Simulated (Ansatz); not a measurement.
Reaction (hydrogen abstraction from a C–H bond): `FCI` + `[SiH3]`• → `F[CH]I`• + SiH₄

Isolated molecules relaxed with PBE0-D4/def2-TZVP in Ansatz; ΔE leaves out vibrations. CBS: MP2 limit from def2 TZ/QZ plus the TZ coupled-cluster correction, frozen cores. This one scheme is used for every species. Functionals use def2-TZVPP. Open shells (•) are unrestricted, without spin–orbit coupling. Elements past krypton have def2 core potentials. For I outer-core shells are correlated without core-valence functions, which leaves a few kJ/mol of doubt a bond.

```json
{"level": "PBE-D4", "ΔE (kcal/mol)": "9.4", "difference from CCSD(T)/CBS": "-0.5"}
{"level": "revPBE-D4", "ΔE (kcal/mol)": "9.4", "difference from CCSD(T)/CBS": "-0.5"}
{"level": "r2SCAN-D4", "ΔE (kcal/mol)": "8.3", "difference from CCSD(T)/CBS": "-1.6"}
{"level": "CAM-B3LYP-D4", "ΔE (kcal/mol)": "7.9", "difference from CCSD(T)/CBS": "-2.0"}
{"level": "MP2/def2-SVP", "ΔE (kcal/mol)": "12.2", "difference from CCSD(T)/CBS": "2.3"}
{"level": "SCS-MP2/def2-TZVPP", "ΔE (kcal/mol)": "11.5", "difference from CCSD(T)/CBS": "1.6"}
{"level": "CCSD/def2-TZVPP", "ΔE (kcal/mol)": "9.5", "difference from CCSD(T)/CBS": "-0.4"}
{"level": "SCS-MP2/def2-QZVPP", "ΔE (kcal/mol)": "11.5", "difference from CCSD(T)/CBS": "1.6"}
{"level": "HF/CBS(def2)", "ΔE (kcal/mol)": "6.0", "difference from CCSD(T)/CBS": "-3.9"}
{"level": "CCSD/CBS(def2)", "ΔE (kcal/mol)": "9.7", "difference from CCSD(T)/CBS": "-0.2"}
{"level": "CCSD(T)/CBS", "ΔE (kcal/mol)": "9.9", "difference from CCSD(T)/CBS": "0"}
```

**Question.** What do rigid-rotor, harmonic-oscillator terms from PBE0-D4/def2-TZVP frequencies (298.15 K, 1 bar) make of the CCSD(T)/CBS value? (Best estimate.)

**Answer.** Ansatz gave: ΔZPE = -2.3 kcal/mol, ΔH = +7.7 kcal/mol, ΔS = -8 J/(mol·K), ΔG = +8.3 kcal/mol. Open shells count their whole term as degenerate.

Largest T1 diagnostic among the species: 0.015.

In def2-TZVPP, CCSD(T) changes the Hartree–Fock value by +3.5 kcal/mol (the triples alone add +0.2 kcal/mol) and MP2 by +6.2 kcal/mol. Leaving LDA and LC-ωPBE aside and taking each functional with its dispersion term where it has one, the values, not all of them listed here, spread over 2.7 kcal/mol, from ωB97X-V to PBE-QIDH. LDA lies +0.9 kcal/mol from PBE without D4.
